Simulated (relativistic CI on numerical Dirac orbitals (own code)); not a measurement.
**Hyperfine structure of Se23+, mass number 77**

Method of calculation: Dirac-Coulomb-Breit CI, KLI orbitals optimised for each configuration, QED by a radiative potential, unscaled Slater integrals (own radial code, finite nucleus).

CI space (outside the closed core [Ne]): 3s, 3p, 3d, 4s, 4p, 4d, 4f, 5s, 5p, 5d, 5f, 5g, 6s, 6p, 6d. Levels of other configurations are missing.

Nuclear spin I = 1/2, μ = 0.53356 μN (tables of Stone and Pyykkö). The electronic factors are computed for point nuclear moments, without core polarisation or the Bohr-Weisskopf and QED corrections.

```
    Level  E (10³ cm⁻¹)  A (GHz)
 3s ²S1/2           0.0    282.5
3p ²P°1/2         419.1    85.05
3p ²P°3/2         498.3    15.38
 3d ²D3/2        1058.9    7.255
 3d ²D5/2        1073.1    3.069
 4s ²S1/2        3873.0    113.2
4p ²P°1/2        4043.1    34.64
4p ²P°3/2        4074.5    6.284
```

Levels with J = 0, under 50 % of one LS term, or S terms without an open s electron are left out. Small factors come from cancelling terms and can be off by tens of per cent or more.

At this charge energies of transitions that change n are usually good to better than 1 %, and those within a shell (Δn = 0) to a few per cent.

**Question.** Give the hyperfine levels of 3s ²S1/2 relative to its centre of gravity.

**Answer.** With K = F(F + 1) − I(I + 1) − J(J + 1), E = AK/2: F = 0: -211.9, F = 1: 70.64 GHz.
